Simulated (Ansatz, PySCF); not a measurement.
Bond stretch in Al2(mu-H)2(OH)4, H6Al2O4, singlet. The Al1–O11 bond (Al1 also carries Al, H, H, O; O11 carries H) is stretched with both fragments frozen at the PBE0/def2-SVP optimised geometry.

Computed with: UKS-PBE0 = unrestricted PBE0/cc-pVDZ in Ansatz (a first-principles code); RKS-PBE0 = restricted PBE0/cc-pVDZ run with Ansatz; UKS-BLYP = unrestricted BLYP/cc-pVDZ (Ansatz); RKS-BLYP = restricted BLYP/cc-pVDZ (Ansatz); UKS-PBE = unrestricted PBE/cc-pVDZ run with Ansatz; RKS-PBE = restricted PBE/cc-pVDZ (Ansatz); UKS-B3LYP/6-31G* = unrestricted B3LYP/6-31G*, spherical d in PySCF; RKS-B3LYP/6-31G* = restricted B3LYP/6-31G*, spherical d (PySCF 2.14.0); UKS-LDA (SVWN5)/6-31G* = PySCF 2.14.0 with unrestricted LDA (SVWN5)/6-31G*, spherical d; RKS-LDA (SVWN5)/6-31G* = restricted LDA (SVWN5)/6-31G*, spherical d run with PySCF 2.14.0.

Scanned distances (Å): 1.40, 1.50, 1.59, 1.63, 1.70, 1.74, 1.83, 1.92, 2.03, 2.26, 2.50, 2.81, 3.17, 3.56, 4.12, 4.86.

Question: Where does the unrestricted solution first break spin symmetry (<S²> of 0.01 or more)?

Answer: UKS-PBE0: between 2.50 and 2.81 Å; UKS-BLYP: between 2.81 and 3.17 Å; UKS-PBE: between 2.81 and 3.17 Å; UKS-B3LYP/6-31G*: between 2.50 and 2.81 Å; UKS-LDA (SVWN5)/6-31G*: between 2.81 and 3.17 Å.

```json
[
 {"R / Å": "1.40", "<S²> UKS-PBE0": "0.00", "E(RKS-PBE0) − E(UKS-PBE0) / kcal/mol": "0.0", "<S²> UKS-BLYP": "0.00", "E(RKS-BLYP) − E(UKS-BLYP) / kcal/mol": "0.0", "<S²> UKS-PBE": "0.00", "E(RKS-PBE) − E(UKS-PBE) / kcal/mol": "0.0", "<S²> UKS-B3LYP/6-31G*": "0.00", "E(RKS-B3LYP/6-31G*) − E(UKS-B3LYP/6-31G*) / kcal/mol": "0.0", "<S²> UKS-LDA (SVWN5)/6-31G*": "0.00", "E(RKS-LDA (SVWN5)/6-31G*) − E(UKS-LDA (SVWN5)/6-31G*) / kcal/mol": "0.0"},
 {"R / Å": "1.50", "<S²> UKS-PBE0": "0.00", "E(RKS-PBE0) − E(UKS-PBE0) / kcal/mol": "0.0", "<S²> UKS-BLYP": "0.00", "E(RKS-BLYP) − E(UKS-BLYP) / kcal/mol": "0.0", "<S²> UKS-PBE": "0.00", "E(RKS-PBE) − E(UKS-PBE) / kcal/mol": "0.0", "<S²> UKS-B3LYP/6-31G*": "0.00", "E(RKS-B3LYP/6-31G*) − E(UKS-B3LYP/6-31G*) / kcal/mol": "0.0", "<S²> UKS-LDA (SVWN5)/6-31G*": "0.00", "E(RKS-LDA (SVWN5)/6-31G*) − E(UKS-LDA (SVWN5)/6-31G*) / kcal/mol": "0.0"},
 {"R / Å": "1.59", "<S²> UKS-PBE0": "0.00", "E(RKS-PBE0) − E(UKS-PBE0) / kcal/mol": "0.0", "<S²> UKS-BLYP": "0.00", "E(RKS-BLYP) − E(UKS-BLYP) / kcal/mol": "0.0", "<S²> UKS-PBE": "0.00", "E(RKS-PBE) − E(UKS-PBE) / kcal/mol": "0.0", "<S²> UKS-B3LYP/6-31G*": "0.00", "E(RKS-B3LYP/6-31G*) − E(UKS-B3LYP/6-31G*) / kcal/mol": "0.0", "<S²> UKS-LDA (SVWN5)/6-31G*": "0.00", "E(RKS-LDA (SVWN5)/6-31G*) − E(UKS-LDA (SVWN5)/6-31G*) / kcal/mol": "0.0"},
 {"R / Å": "1.63", "<S²> UKS-PBE0": "0.00", "E(RKS-PBE0) − E(UKS-PBE0) / kcal/mol": "0.0", "<S²> UKS-BLYP": "0.00", "E(RKS-BLYP) − E(UKS-BLYP) / kcal/mol": "0.0", "<S²> UKS-PBE": "0.00", "E(RKS-PBE) − E(UKS-PBE) / kcal/mol": "0.0", "<S²> UKS-B3LYP/6-31G*": "0.00", "E(RKS-B3LYP/6-31G*) − E(UKS-B3LYP/6-31G*) / kcal/mol": "0.0", "<S²> UKS-LDA (SVWN5)/6-31G*": "0.00", "E(RKS-LDA (SVWN5)/6-31G*) − E(UKS-LDA (SVWN5)/6-31G*) / kcal/mol": "0.0"},
 {"R / Å": "1.70", "<S²> UKS-PBE0": "0.00", "E(RKS-PBE0) − E(UKS-PBE0) / kcal/mol": "0.0", "<S²> UKS-BLYP": "0.00", "E(RKS-BLYP) − E(UKS-BLYP) / kcal/mol": "0.0", "<S²> UKS-PBE": "0.00", "E(RKS-PBE) − E(UKS-PBE) / kcal/mol": "0.0", "<S²> UKS-B3LYP/6-31G*": "0.00", "E(RKS-B3LYP/6-31G*) − E(UKS-B3LYP/6-31G*) / kcal/mol": "0.0", "<S²> UKS-LDA (SVWN5)/6-31G*": "0.00", "E(RKS-LDA (SVWN5)/6-31G*) − E(UKS-LDA (SVWN5)/6-31G*) / kcal/mol": "0.0"},
 {"R / Å": "1.74", "<S²> UKS-PBE0": "0.00", "E(RKS-PBE0) − E(UKS-PBE0) / kcal/mol": "0.0", "<S²> UKS-BLYP": "0.00", "E(RKS-BLYP) − E(UKS-BLYP) / kcal/mol": "0.0", "<S²> UKS-PBE": "0.00", "E(RKS-PBE) − E(UKS-PBE) / kcal/mol": "0.0", "<S²> UKS-B3LYP/6-31G*": "0.00", "E(RKS-B3LYP/6-31G*) − E(UKS-B3LYP/6-31G*) / kcal/mol": "0.0", "<S²> UKS-LDA (SVWN5)/6-31G*": "0.00", "E(RKS-LDA (SVWN5)/6-31G*) − E(UKS-LDA (SVWN5)/6-31G*) / kcal/mol": "0.0"},
 {"R / Å": "1.83", "<S²> UKS-PBE0": "0.00", "E(RKS-PBE0) − E(UKS-PBE0) / kcal/mol": "0.0", "<S²> UKS-BLYP": "0.00", "E(RKS-BLYP) − E(UKS-BLYP) / kcal/mol": "0.0", "<S²> UKS-PBE": "0.00", "E(RKS-PBE) − E(UKS-PBE) / kcal/mol": "0.0", "<S²> UKS-B3LYP/6-31G*": "0.00", "E(RKS-B3LYP/6-31G*) − E(UKS-B3LYP/6-31G*) / kcal/mol": "0.0", "<S²> UKS-LDA (SVWN5)/6-31G*": "0.00", "E(RKS-LDA (SVWN5)/6-31G*) − E(UKS-LDA (SVWN5)/6-31G*) / kcal/mol": "0.0"},
 {"R / Å": "1.92", "<S²> UKS-PBE0": "0.00", "E(RKS-PBE0) − E(UKS-PBE0) / kcal/mol": "0.0", "<S²> UKS-BLYP": "0.00", "E(RKS-BLYP) − E(UKS-BLYP) / kcal/mol": "0.0", "<S²> UKS-PBE": "0.00", "E(RKS-PBE) − E(UKS-PBE) / kcal/mol": "0.0", "<S²> UKS-B3LYP/6-31G*": "0.00", "E(RKS-B3LYP/6-31G*) − E(UKS-B3LYP/6-31G*) / kcal/mol": "0.0", "<S²> UKS-LDA (SVWN5)/6-31G*": "0.00", "E(RKS-LDA (SVWN5)/6-31G*) − E(UKS-LDA (SVWN5)/6-31G*) / kcal/mol": "0.0"},
 {"R / Å": "2.03", "<S²> UKS-PBE0": "0.00", "E(RKS-PBE0) − E(UKS-PBE0) / kcal/mol": "0.0", "<S²> UKS-BLYP": "0.00", "E(RKS-BLYP) − E(UKS-BLYP) / kcal/mol": "0.0", "<S²> UKS-PBE": "0.00", "E(RKS-PBE) − E(UKS-PBE) / kcal/mol": "0.0", "<S²> UKS-B3LYP/6-31G*": "0.00", "E(RKS-B3LYP/6-31G*) − E(UKS-B3LYP/6-31G*) / kcal/mol": "0.0", "<S²> UKS-LDA (SVWN5)/6-31G*": "0.00", "E(RKS-LDA (SVWN5)/6-31G*) − E(UKS-LDA (SVWN5)/6-31G*) / kcal/mol": "0.0"},
 {"R / Å": "2.26", "<S²> UKS-PBE0": "0.00", "E(RKS-PBE0) − E(UKS-PBE0) / kcal/mol": "0.0", "<S²> UKS-BLYP": "0.00", "E(RKS-BLYP) − E(UKS-BLYP) / kcal/mol": "0.0", "<S²> UKS-PBE": "0.00", "E(RKS-PBE) − E(UKS-PBE) / kcal/mol": "0.0", "<S²> UKS-B3LYP/6-31G*": "0.00", "E(RKS-B3LYP/6-31G*) − E(UKS-B3LYP/6-31G*) / kcal/mol": "0.0", "<S²> UKS-LDA (SVWN5)/6-31G*": "0.00", "E(RKS-LDA (SVWN5)/6-31G*) − E(UKS-LDA (SVWN5)/6-31G*) / kcal/mol": "0.0"},
 {"R / Å": "2.50", "<S²> UKS-PBE0": "0.00", "E(RKS-PBE0) − E(UKS-PBE0) / kcal/mol": "0.0", "<S²> UKS-BLYP": "0.00", "E(RKS-BLYP) − E(UKS-BLYP) / kcal/mol": "0.0", "<S²> UKS-PBE": "0.00", "E(RKS-PBE) − E(UKS-PBE) / kcal/mol": "0.0", "<S²> UKS-B3LYP/6-31G*": "0.00", "E(RKS-B3LYP/6-31G*) − E(UKS-B3LYP/6-31G*) / kcal/mol": "0.0", "<S²> UKS-LDA (SVWN5)/6-31G*": "0.00", "E(RKS-LDA (SVWN5)/6-31G*) − E(UKS-LDA (SVWN5)/6-31G*) / kcal/mol": "0.0"},
 {"R / Å": "2.81", "<S²> UKS-PBE0": "0.29", "E(RKS-PBE0) − E(UKS-PBE0) / kcal/mol": "1.3", "<S²> UKS-BLYP": "0.00", "E(RKS-BLYP) − E(UKS-BLYP) / kcal/mol": "0.0", "<S²> UKS-PBE": "0.00", "E(RKS-PBE) − E(UKS-PBE) / kcal/mol": "0.0", "<S²> UKS-B3LYP/6-31G*": "0.18", "E(RKS-B3LYP/6-31G*) − E(UKS-B3LYP/6-31G*) / kcal/mol": "0.4", "<S²> UKS-LDA (SVWN5)/6-31G*": "0.00", "E(RKS-LDA (SVWN5)/6-31G*) − E(UKS-LDA (SVWN5)/6-31G*) / kcal/mol": "0.0"},
 {"R / Å": "3.17", "<S²> UKS-PBE0": "0.66", "E(RKS-PBE0) − E(UKS-PBE0) / kcal/mol": "9.6", "<S²> UKS-BLYP": "0.38", "E(RKS-BLYP) − E(UKS-BLYP) / kcal/mol": "1.7", "<S²> UKS-PBE": "0.42", "E(RKS-PBE) − E(UKS-PBE) / kcal/mol": "2.2", "<S²> UKS-B3LYP/6-31G*": "0.58", "E(RKS-B3LYP/6-31G*) − E(UKS-B3LYP/6-31G*) / kcal/mol": "6.6", "<S²> UKS-LDA (SVWN5)/6-31G*": "0.22", "E(RKS-LDA (SVWN5)/6-31G*) − E(UKS-LDA (SVWN5)/6-31G*) / kcal/mol": "0.4"},
 {"R / Å": "3.56", "<S²> UKS-PBE0": "0.85", "E(RKS-PBE0) − E(UKS-PBE0) / kcal/mol": "19.9", "<S²> UKS-BLYP": "0.65", "E(RKS-BLYP) − E(UKS-BLYP) / kcal/mol": "6.2", "<S²> UKS-PBE": "0.67", "E(RKS-PBE) − E(UKS-PBE) / kcal/mol": "7.2", "<S²> UKS-B3LYP/6-31G*": "0.79", "E(RKS-B3LYP/6-31G*) − E(UKS-B3LYP/6-31G*) / kcal/mol": "15.0", "<S²> UKS-LDA (SVWN5)/6-31G*": "0.00", "E(RKS-LDA (SVWN5)/6-31G*) − E(UKS-LDA (SVWN5)/6-31G*) / kcal/mol": "—"},
 {"R / Å": "4.12", "<S²> UKS-PBE0": "0.96", "E(RKS-PBE0) − E(UKS-PBE0) / kcal/mol": "31.8", "<S²> UKS-BLYP": "0.81", "E(RKS-BLYP) − E(UKS-BLYP) / kcal/mol": "12.1", "<S²> UKS-PBE": "0.83", "E(RKS-PBE) − E(UKS-PBE) / kcal/mol": "13.5", "<S²> UKS-B3LYP/6-31G*": "0.92", "E(RKS-B3LYP/6-31G*) − E(UKS-B3LYP/6-31G*) / kcal/mol": "24.8", "<S²> UKS-LDA (SVWN5)/6-31G*": "0.00", "E(RKS-LDA (SVWN5)/6-31G*) − E(UKS-LDA (SVWN5)/6-31G*) / kcal/mol": "—"},
 {"R / Å": "4.86", "<S²> UKS-PBE0": "1.00", "E(RKS-PBE0) − E(UKS-PBE0) / kcal/mol": "41.6", "<S²> UKS-BLYP": "0.89", "E(RKS-BLYP) − E(UKS-BLYP) / kcal/mol": "16.8", "<S²> UKS-PBE": "0.91", "E(RKS-PBE) − E(UKS-PBE) / kcal/mol": "18.5", "<S²> UKS-B3LYP/6-31G*": "0.98", "E(RKS-B3LYP/6-31G*) − E(UKS-B3LYP/6-31G*) / kcal/mol": "33.2", "<S²> UKS-LDA (SVWN5)/6-31G*": "0.00", "E(RKS-LDA (SVWN5)/6-31G*) − E(UKS-LDA (SVWN5)/6-31G*) / kcal/mol": "—"}
]
```

A dash means that the run gave no value there, or that the column was ended at a point which the program doubted or which failed a test of continuity chosen for this set; such a test can also cut sound points.
